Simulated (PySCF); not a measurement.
**Static response to an electric field**

Species: C₆H₇OPS.
Numbering: `[CH3:1][O:2]/[CH:3]=[P:4]\[c:5]1[cH:6][cH:7][cH:8][s:9]1` (hydrogens: H10, H11, H12 on C1; H13 on C3; H14 on C6; H15 on C7; H16 on C8)

Structure used (GFN2-xTB), in Å, numbered top down from 1:
```
atom  x, y, z in Å
C1    -2.506    1.381   -1.318
O2    -1.538    0.645   -0.611
C3    -1.991   -0.301    0.235
P4    -1.011   -1.307    1.167
C5     0.644   -0.777    0.714
C6     1.772   -1.350    1.250
C7     2.967   -0.796    0.760
C8     2.743    0.194   -0.145
S9     1.072    0.473   -0.418
H10   -1.958    2.097   -1.929
H11   -3.101    0.728   -1.964
H12   -3.172    1.916   -0.634
H13   -3.068   -0.416    0.316
H14    1.727   -2.144    1.974
H15    3.947   -1.118    1.065
H16    3.467    0.784   -0.672
```

Level: CAM-B3LYP/def2-SVPD (PySCF), static field, nuclei fixed, core orbitals frozen in the response. The polarisability tensor in these axes (au):

```
x   166.33 -10.84  11.35
y   -10.84 105.22 -27.75
z    11.35 -27.75 100.54
```

Problem. Diagonalise the tensor; give its mean and Δα, where Δα² is half the sum of the squared differences of the eigenvalues.

Solution. Principal values 75.02, 124.82 and 172.25 au; mean 124.03 au = 18.38 Å³ = 20.45 × 10⁻⁴⁰ C²·m²/J; Δα = 84.21 au (68 % of the mean).

Problem. What is the dipole moment, and where does it point?

Solution. (-1.19, 1.45, -1.37) D, 2.32 D in size, pointing from the negative to the positive side. Measured along this direction, the outermost atoms are H14 and H15 at the negative end and H10 at the positive end.

Problem. Refractivity n − 1 of an ideal gas of it at 400 K and 1 atm, from the electronic α?

Solution. N = p/kT = 1.8347 × 10¹⁹ cm⁻³, so n − 1 = 2π × N × 18.38 × 10⁻²⁴ cm³ = 2119 × 10⁻⁶ at long wavelengths.

Problem. Find the Langevin capture rate constant for O2+ (31.990 u) meeting this molecule (157.996 u), k = 2.342 × 10⁻⁹ cm³/s × √(α in Å³ / reduced mass in u).

Solution. The reduced mass is 26.60 u, so k = 1.95 × 10⁻⁹ cm³/s. The formula leaves out the permanent dipole, which adds to the capture rate.

Problem. Give the principal axes and the span of the nuclei along them.

Solution. Largest value along (0.94, -0.25, 0.25), where the nuclei span 7.85 Å; middle along (0.35, 0.69, -0.63), 4.31 Å; least along (-0.01, 0.67, 0.74), 1.78 Å. The response follows the extents in order.

One conformer (not necessarily the lowest) at the GFN2-xTB geometry, without solvent, vibrations or thermal averaging.
